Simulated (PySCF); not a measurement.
# Dipole moment and polarisability of `CO[C@@H]1C[Si@H]1C`

Compound: C4H10OSi.
Atom-mapped SMILES: `[CH3:1][O:2][C@@H:3]1[CH2:4][Si@H:5]1[CH3:6]` (hydrogens: H7, H8, H9 on C1; H10 on C3; H11, H12 on C4; H13 on Si5; H14, H15, H16 on C6)

Structure used (GFN2-xTB), in Å, numbered top down from 1:
```
atom  x, y, z in Å
C1     2.4390    0.5677   -0.5105
O2     1.8253   -0.5926   -0.0203
C3     0.5980   -0.3367    0.6073
C4    -0.3144   -1.5622    0.7111
Si5   -0.9738   -0.2350   -0.4548
C6    -2.4401    0.8325    0.0790
H7     2.6986    1.2573    0.3035
H8     1.7768    1.0924   -1.2129
H9     3.3465    0.2551   -1.0240
H10    0.7169    0.2559    1.5176
H11    0.1229   -2.4615    0.3029
H12   -0.7520   -1.7370    1.6844
H13   -0.8106   -0.4802   -1.8795
H14   -3.3767    0.3350   -0.1530
H15   -2.4412    1.7868   -0.4392
H16   -2.4230    1.0316    1.1460
```

Level: wB97X-D/def2-SVPD (PySCF), static field, nuclei fixed, core orbitals frozen in the response. The polarisability tensor in these axes (au):

```
x   92.91 -3.70  2.16
y   -3.70 75.41 -4.30
z    2.16 -4.30 73.89
```

Q: Give the principal values, the mean and the anisotropy Δα = √{½[(α1 − α2)² + (α2 − α3)² + (α1 − α3)²]}.

A: Principal values 70.26, 77.84 and 94.11 au; mean 80.74 au = 11.96 Å³ = 13.31 × 10⁻⁴⁰ C²·m²/J; Δα = 21.11 au (26 % of the mean).

Q: What is the dipole moment, and where does it point?

A: (-1.21, 1.52, 0.06) D, 1.95 D in size, pointing from the negative to the positive side. Measured along this direction, the outermost atoms are H11 and H9 at the negative end and H15 at the positive end.

Q: Estimate the molar refractivity from the static electronic polarisability.

A: Lorentz–Lorenz: R = (4π/3)N_A α = 2.5225 cm³/(mol·Å³) × 11.96 Å³ = 30.2 cm³/mol, in the limit of long wavelengths.

Q: Directions of the eigenvectors, and the extent of the frame along each?

A: Largest value along (0.96, -0.23, 0.15), where the nuclei span 6.36 Å; middle along (0.27, 0.72, -0.64), 4.57 Å; least along (0.04, 0.66, 0.75), 3.22 Å. The response follows the extents in order.

Q: What depolarisation ratio follows for Rayleigh scattering of linearly polarised light, taking the static tensor?

A: ρ = 3Δα²/(45ᾱ² + 4Δα²) = 1337.0/(293339 + 1782.6) = 0.00453.

Q: Find the Langevin capture rate constant for H3O+ (19.018 u) meeting this molecule (102.050 u), k = 2.342 × 10⁻⁹ cm³/s × √(α in Å³ / reduced mass in u).

A: The reduced mass is 16.03 u, so k = 2.02 × 10⁻⁹ cm³/s. The formula leaves out the permanent dipole, which adds to the capture rate.

Q: Sum over states: ᾱ = Σ f/ω², ω in Eh. What share falls to these 8 lowest TDDFT singlets (eV, f)? 6.08, 0.1158; 6.24, 0.0353; 6.46, 0.0571; 6.81, 0.0015; 7.13, 0.0588; 7.42, 0.0049; 7.57, 0.0251; 7.65, 0.0024.

A: They add up to 5.31 au, 6.6 % of the 80.74 au; the largest single term is 2.32 au, from the state at 6.08 eV. Terms in order: 2.32, 0.67, 1.02, 0.02, 0.86, 0.07, 0.32, 0.03 au. Higher excitations give the rest. The strengths listed sum to 0.301.

Isolated species at its GFN2-xTB geometry (one conformer only).

The pairwise dispersion term of wB97X-D wasn't added to the energies; at a given geometry it leaves orbitals and properties as they are.
